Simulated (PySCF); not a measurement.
C$_{4}$H$_{9}$ (SMILES [CH2-]C(C)C), charge -1, singlet, geometry from GFN2-xTB (in this run its highest filled SCF level lies above zero, so its values depend strongly on the basis, on diffuse functions most of all); PySCF with DF-M062X/6-311++G**.

PySCF was given this input:
```python
from pyscf import gto, scf, dft
import numpy

mol = gto.M(
    atom='''
C     0.003607    0.072759    0.358527
H     0.014130   -0.024556    1.491846
C     0.001972    1.489052   -0.212949
H    -0.878369    2.022651    0.264792
H     0.894098    2.017892    0.247925
C     1.242518   -0.686502   -0.130181
H     1.272518   -0.673301   -1.219109
H     2.148534   -0.203547    0.235865
H     1.247660   -1.730211    0.209644
C    -1.248439   -0.679813   -0.106477
H    -1.299085   -0.666395   -1.194638
H    -1.252717   -1.723497    0.233437
H    -2.144719   -0.192018    0.276719
''',
    basis='6-311++g**',
    charge=-1,
    spin=0,
    verbose=4,
    cart=True,
)
print('smallest overlap eigenvalue', numpy.linalg.eigvalsh(mol.intor('int1e_ovlp'))[0])

mf = dft.RKS(mol)
mf.xc = 'm062x'
mf = mf.density_fit(auxbasis='def2-universal-jkfit')
mf.kernel()
mf.analyze()
```

What the program printed (banner, timings and long lists left out):

```
PySCF version 2.14.0

[INPUT] verbose = 4
[INPUT] num. atoms = 13
[INPUT] num. electrons = 34
[INPUT] charge = -1
[INPUT] spin (= nelec alpha-beta = 2S) = 0
[INPUT] symmetry False subgroup None
[INPUT] Mole.unit = angstrom
[INPUT] Cartesian GTO integrals (6d 10f)
[INPUT] Symbol           X                Y                Z      unit          X                Y                Z       unit  Magmom
[...]
nuclear repulsion = 126.185885751491
number of shells = 85
number of NR pGTOs = 225
number of NR cGTOs = 155
basis = 6-311++g**
ecp = {}
smallest overlap eigenvalue 3.893469510912626e-05

******** <class 'pyscf.df.df_jk.DFRKS'> ********
method = DFRKS
initial guess = minao
damping factor = 0
level_shift factor = 0
DIIS = <class 'pyscf.scf.diis.CDIIS'>
diis_start_cycle = 1
diis_space = 8
diis_damp = 0
SCF conv_tol = 1e-09
SCF conv_tol_grad = None
SCF max_cycles = 50
direct_scf = False
XC library pyscf.dft.libxc version 7.1.2
    S. Lehtola, C. Steigemann, M. J. T. Oliveira, and M. A. L. Marques,  SoftwareX 7, 1–5 (2018)
XC functionals = m062x
    Y. Zhao and D. G. Truhlar,  Theor. Chem. Acc. 120, 215 (2008)
    Y. Zhao and D. G. Truhlar,  Theor. Chem. Acc. 120, 215 (2008)
radial grids:
    Treutler-Ahlrichs [JCP 102, 346 (1995); DOI:10.1063/1.469408] (M4) radial grids

becke partition: Becke, JCP 88, 2547 (1988); DOI:10.1063/1.454033
pruning grids: <function nwchem_prune>
grids dens level: 3
symmetrized grids: False
atomic radii adjust function: <function treutler_atomic_radii_adjust>
small_rho_cutoff = 0
Set gradient conv threshold to 3.16228e-05
Initial guess from minao.
tot grids = 144744
******** <class 'pyscf.df.df.DF'> ********
auxbasis = def2-universal-jkfit
init E= -157.917780483434
[...]
cycle= 1 E= -157.628034976856  delta_E= 0.29  |g|= 0.565  |ddm|= 2.85
[...]
cycle= 2 E= -156.846830933421  delta_E= 0.781  |g|= 1.28  |ddm|=  568
[...]
cycle= 3 E= -157.707682326589  delta_E= -0.861  |g|= 0.273  |ddm|=  568
[...]
cycle= 4 E= -157.727809626799  delta_E= -0.0201  |g|= 0.121  |ddm|= 1.49
[...]
cycle= 5 E= -157.733102050027  delta_E= -0.00529  |g|= 0.0326  |ddm|= 0.907
[...]
cycle= 6 E= -157.733483091872  delta_E= -0.000381  |g|= 0.00926  |ddm|= 0.393
[...]
cycle= 7 E= -157.733506797126  delta_E= -2.37e-05  |g|= 0.00319  |ddm|= 0.138
[...]
cycle= 8 E= -157.73350992172  delta_E= -3.12e-06  |g|= 0.0016  |ddm|= 0.0727
[...]
cycle= 9 E= -157.733510852548  delta_E= -9.31e-07  |g|= 0.000703  |ddm|= 0.0465
[...]
cycle= 10 E= -157.733511045139  delta_E= -1.93e-07  |g|= 0.000211  |ddm|= 0.0201
[...]
cycle= 11 E= -157.733511066119  delta_E= -2.1e-08  |g|= 1.48e-05  |ddm|= 0.00858
[...]
cycle= 12 E= -157.733511066376  delta_E= -2.57e-10  |g|= 5.4e-06  |ddm|= 0.000874
[...]
Extra cycle  E= -157.733511066398  delta_E= -2.21e-11  |g|= 3.12e-06  |ddm|= 0.000361
converged SCF energy = -157.733511066398
**** SCF Summaries ****
Total Energy =                        -157.733511066397853
Nuclear Repulsion Energy =             126.185885751490972
One-electron Energy =                 -466.755983762567894
Two-electron Energy =                  182.836586944679084
Two-electron Coulomb Energy =          207.952764098966099
DFT Exchange-Correlation Energy =      -25.116177154287008
HOMO-LUMO gap [eV] =                     2.989876499861738
**** MO energy ****
[...]
 ** Mulliken pop on meta-lowdin orthogonal AOs  **
 ** Mulliken pop  **
 ** Mulliken atomic charges  **
charge of    0C =     -0.03340
charge of    1H =      0.01432
charge of    2C =     -0.80192
charge of    3H =      0.01679
charge of    4H =      0.01679
charge of    5C =     -0.33124
charge of    6H =      0.08678
charge of    7H =      0.08316
charge of    8H =      0.05501
charge of    9C =     -0.33125
charge of   10H =      0.08678
charge of   11H =      0.05501
charge of   12H =      0.08316

WARN: System has nonzero charge -1; the dipole moment is origin-dependent.
Location of origin: [0. 0. 0.]

Dipole moment(X, Y, Z, Debye):  0.00883, -4.83219,  2.28844
```
